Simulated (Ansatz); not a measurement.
**What each rung costs, and what it gives**

Saddle point of AlH5SeO2, closed shell (AlH₃O₂ ([OH][AlH][OH]) + H₂Se → AlH₃SeO₂ ([OH][Al]([OH])[SeH]) + H₂; bonds formed: H2–H5; dative contacts that become bonds: Al1–Se6; bonds broken: Al1–H2, H5–Se6), PBE0-D4/def2-TZVP structure:

Al1  (-0.213, -0.020, -0.388)
H2  (0.888, -1.230, -0.760)
O3  (-0.256, 1.066, -1.689)
O4  (-1.501, -0.518, 0.601)
H5  (1.506, -0.621, 0.118)
Se6  (1.626, 0.603, 1.267)
H7  (-0.726, 1.897, -1.671)
H8  (-2.316, -0.892, 0.270)
H9  (0.991, -0.285, 2.251)
(Å)

Barriers are electronic and count from the start structure reached by relaxing down the imaginary mode.

Program: Ansatz 0.2.0. Basis: as named in each row. Cores are frozen in the correlated methods. Filled d shells of the heavier atoms are correlated. The def2 sets are not built for correlating such inner shells, so the correlated values are less sure here. B3LYP uses VWN-RPA correlation. Extrapolation: Hartree–Fock as exp(−7.88 √X), correlation as X^−2.97.

Times are rough, for one single point on 4 threads of a shared host (Arm Neoverse V2).

The estimate by CCSD(T) at an estimated basis limit (MP2 extrapolated from triple and quadruple zeta, plus CCSD(T) − MP2 in triple zeta) is 0.707 eV.

```
      method       basis  time (s)  barrier (eV)  method less estimate
          HF      STO-3G   under 1         1.909                 1.202
      PBE-D4      STO-3G   under 1         0.815                 0.108
       SPW92    def2-SVP   under 1         0.167                -0.540
      PBE-D4    def2-SVP   under 1         0.349                -0.357
    B3LYP-D4       6-31G   under 1         0.860                 0.153
     PBE0-D4    def2-SVP   under 1         0.492                -0.215
       SPW92  def2-TZVPP         1         0.255                -0.451
      PBE-D4  def2-TZVPP         2         0.421                -0.286
     BLYP-D4  def2-TZVPP         2         0.553                -0.154
    B3LYP-D4  def2-TZVPP         2         0.638                -0.069
    BHLYP-D4  def2-TZVPP         2         0.794                 0.088
     PBE0-D4  def2-TZVPP         2         0.541                -0.166
CAM-B3LYP-D4  def2-TZVPP         2         0.720                 0.013
   r2SCAN-D4  def2-TZVPP         3         0.458                -0.249
     CCSD(T)    def2-SVP         4         0.760                 0.054
     wB97M-V    def2-SVP         4         0.645                -0.061
  r2SCAN0-D4  def2-TZVPP         4         0.560                -0.146
  RPA on PBE  def2-TZVPP         4         0.764                 0.057
      B2PLYP  def2-TZVPP         4         0.683                -0.023
    PBE-QIDH  def2-TZVPP         4         0.651                -0.056
     wB97X-V  def2-TZVPP         6         0.755                 0.048
      B97M-V  def2-TZVPP         7         0.617                -0.090
     wB97M-V  def2-TZVPP         7         0.731                 0.024
         MP2  def2-QZVPP        14         0.666                -0.040
     CCSD(T)  def2-TZVPP        98         0.742                 0.035
```

All methods are single points on the PBE0-D4 structures.

The T1 diagnostic stays at or below 0.012.

Exchanges of this kind with a chalcogen hydride build sulfide and selenide films.

Labels in which every atom is bracketed show which atoms are joined, not bond orders.
